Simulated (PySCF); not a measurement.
Input file for PySCF: D3(BJ) and D4 dispersion corrections on HI (SMILES I).

```python
from pyscf import gto
from pyscf.dispersion import dftd3, dftd4

mol = gto.M(
    atom='''
    I     0.96812979    0.39962137    3.84591468
    H     0.04416483   -0.92498088    3.83410162
    ''',
    basis='def2-svp',
    charge=0, spin=0, verbose=0, max_memory=1800)
d3, d4 = {}, {}
for xc in ['hf', 'pbe', 'blyp', 'revpbe', 'tpss', 'r2scan', 'b3lyp', 'pbe0', 'bhlyp', 'camb3lyp', 'b2plyp']:
    d3[xc] = float(dftd3.DFTD3Dispersion(mol, xc=xc, version='d3bj', atm=False).get_dispersion()['energy'])
    print(f'D3(BJ) {xc:10s} {d3[xc]:14.8f} Eh')
for xc in ['hf', 'pbe', 'blyp', 'revpbe', 'tpss', 'r2scan', 'b3lyp', 'pbe0', 'bhlyp', 'camb3lyp', 'b2plyp']:
    d4[xc] = float(dftd4.DFTD4Dispersion(mol, xc={'camb3lyp': 'cam-b3lyp'}.get(xc, xc), atm=True).get_dispersion()['energy'])
    print(f'D4     {xc:10s} {d4[xc]:14.8f} Eh')
```

Program output:

```
D3(BJ) hf            -0.00573683 Eh
D3(BJ) pbe           -0.00046677 Eh
D3(BJ) blyp          -0.00107697 Eh
D3(BJ) revpbe        -0.00121552 Eh
D3(BJ) tpss          -0.00059377 Eh
D3(BJ) r2scan        -0.00011208 Eh
D3(BJ) b3lyp         -0.00088562 Eh
D3(BJ) pbe0          -0.00040258 Eh
D3(BJ) bhlyp         -0.00073446 Eh
D3(BJ) camb3lyp      -0.00037149 Eh
D3(BJ) b2plyp        -0.00042228 Eh
D4     hf            -0.00132716 Eh
D4     pbe           -0.00032028 Eh
D4     blyp          -0.00074344 Eh
D4     revpbe        -0.00107781 Eh
D4     tpss          -0.00043460 Eh
D4     r2scan        -0.00006646 Eh
D4     b3lyp         -0.00053017 Eh
D4     pbe0          -0.00026203 Eh
D4     bhlyp         -0.00040069 Eh
D4     camb3lyp      -0.00026334 Eh
D4     b2plyp        -0.00021790 Eh
```

The run finished.

Cost: around 0.03 core-seconds (rough).
